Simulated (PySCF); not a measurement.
[(Z)-prop-1-enyl]silane (C3H8Si), SMILES C/C=C\[SiH3].

Coordinates come from a r2SCAN-D4/def2-SVP optimisation.

Two levels are set side by side: PBE/def2-TZVP (PySCF) and CAM-B3LYP/def2-TZVP (PySCF). Same geometry, gas phase. Differences are taken from unrounded values.

| quantity | PBE |
|---|---|
| orbital gap (eV) | 4.93 |
| highest occupied level (eV) | -6.37 |
| lowest empty level (eV) | -1.44 |
| dipole moment (D) | 1.27 |
| mean polarisability (bohr³) | 67.0 |

Question: These are the PBE values. What does CAM-B3LYP give? (Estimate from the structure and the level; the computed values follow.)

Answer: 
| quantity | CAM-B3LYP | PBE minus CAM-B3LYP |
|---|---|---|
| orbital gap (eV) | 9.43 | -4.50 |
| highest occupied level (eV) | -8.77 | 2.39 |
| lowest empty level (eV) | 0.66 | -2.10 |
| dipole moment (D) | 1.22 | 0.05 |
| mean polarisability (bohr³) | 64.4 | 2.6 |

PBE's occupied levels lie high since its potential decays too fast outside the molecule; exact exchange lowers them and widens the gap. Loosely held outer electrons make PBE densities more polarisable. Differences between two approximate levels are no errors against the true value.

Rough cost on one machine, each run with all the roots and properties that it gave: CAM-B3LYP against PBE within a factor of 2.
